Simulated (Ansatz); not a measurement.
Gas-phase electronic energies from Ansatz, PBE0-D4/def2-TZVP geometries. CCSD(T)/CBS adds triple-zeta CCSD(T) − MP2 to the extrapolated MP2 energy (def2 sets, frozen cores). This one scheme is used for every species. DFT in def2-TZVPP. B3LYP here is the variant with VWN-RPA as its local correlation; programs differ in this. HSE06 is defined as in plane-wave codes. Each species was taken in one conformer, which may not be the lowest.

Reaction (cleavage of the Si–Si bond): `C[SiH2][SiH2]O` + dimethylamine → `CN(C)[SiH2]O` + `C[SiH3]`

```tsv
level	ΔE (kJ/mol)	difference from CCSD(T)/CBS
LDA (SPW92)	-71.8	7.8
revPBE-D4	-63.5	16.1
BLYP-D4	-75.1	4.5
r2SCAN-D4	-73.1	6.5
B97M-V	-72.1	7.5
PBE0-D4	-65.9	13.7
r2SCANh-D4	-74.1	5.5
r2SCAN0-D4	-75.6	4.0
HSE06-D4	-65.6	14.0
BHLYP-D4	-83.1	-3.5
CAM-B3LYP-D4	-83.4	-3.8
ωB97X-V	-76.4	3.2
ωB97M-V	-83.5	-3.9
PBE-QIDH	-76.8	2.8
PBE	-58.5	21.1
revPBE	-53.4	26.2
BLYP	-69.1	10.5
r2SCAN	-72.4	7.2
PBE0	-63.9	15.7
B3LYP	-73.8	5.8
r2SCANh	-73.4	6.2
r2SCAN0	-74.8	4.8
HSE06	-63.8	15.8
BHLYP	-81.4	-1.8
CAM-B3LYP	-81.4	-1.8
LC-ωPBE	-71.8	7.8
HF/def2-SVP	-83.6	-4.0
MP2/def2-SVP	-88.8	-9.2
CCSD/def2-SVP	-81.3	-1.7
CCSD(T)/def2-SVP	-81.3	-1.7
HF/def2-TZVPP	-84.9	-5.3
MP2/def2-TZVPP	-89.8	-10.2
SCS-MP2/def2-TZVPP	-88.7	-9.1
CCSD/def2-TZVPP	-81.2	-1.6
CCSD(T)/def2-TZVPP	-81.0	-1.4
HF/def2-QZVPP	-85.9	-6.3
MP2/def2-QZVPP	-89.3	-9.7
HF/CBS(def2)	-86.0	-6.4
MP2/CBS(def2)	-88.4	-8.8
CCSD/CBS(def2)	-79.8	-0.2
CCSD(T)/CBS	-79.6	0
```

Largest T1 diagnostic among the species: 0.012.

Leaving LDA and LC-ωPBE aside and taking each functional with its dispersion term where it has one, the values, not all of them listed here, spread over 22.4 kJ/mol, from ωB97M-V to PBE-D4. LDA lies −13.3 kJ/mol from PBE without D4. The D4 term adds −4.0 kJ/mol with B3LYP and −2.1 kJ/mol with PBE0; it sums over pairs of atoms, weighted by their polarisabilities, and B3LYP, whose exchange is more repulsive, gets the larger term.
